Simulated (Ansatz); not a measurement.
## SnF2 (SMILES [F][Sn][F]): the energy, rung by rung

The species is SnF2 (3 atoms), meant as a singlet with charge 0. SMILES: `[F][Sn][F]`. Geometry: a GFN2-xTB relaxation, a rough one for these elements and not checked as a minimum.

```xyz
3

Sn    0.0053   -0.0076   -0.8651
F     1.6183   -0.0212    0.4431
F    -1.6236    0.0288    0.4221
```

Quantity: the energy change with the Sn1–F3 bond stretched from 2.076 to 2.596 Å, in eV. The values are calculated.

| level | kind | program | value (eV) | less FCI/STO-3G |
| --- | --- | --- | --- | --- |
| HF/STO-3G (restricted) | Hartree–Fock | Ansatz | 3.04 | +1.17 |
| BLYP/STO-3G (restricted) | GGA | Ansatz | 2.14 | +0.27 |
| r2SCAN/STO-3G (restricted) | meta-GGA | Ansatz | 2.30 | +0.43 |
| r2SCAN0/STO-3G (restricted) | hybrid meta-GGA | Ansatz | 2.56 | +0.69 |
| CAM-B3LYP/STO-3G (restricted) | range-separated hybrid | Ansatz | 2.64 | +0.77 |
| wB97M-V/STO-3G (restricted) | range-separated hybrid | Ansatz | 2.67 | +0.80 |
| RPA@PBE/STO-3G (restricted) | RPA | Ansatz | 1.85 | -0.02 |
| MP2/STO-3G (restricted) | perturbation theory | Ansatz | 2.47 | +0.60 |
| CCSDT/STO-3G (restricted) | coupled cluster or CI | Ansatz | 1.88 | +0.01 |
| FCI/STO-3G | exact in the basis | Ansatz | 1.87 | 0.00 |

FCI/STO-3G is exact within its basis and frozen core, so for wave-function methods in that basis the difference is their error; functionals converge differently with the basis, so for them it is only a difference. All-electron rows without a relativistic Hamiltonian named are non-relativistic. The first shape isn't each level's own minimum. The values span 1.85 to 3.04 eV. All rows use very small basis sets, so none should be taken for the real molecule's value. In the correlated wave-function rows the outer d shell of Sn is correlated, in sets not made for it.
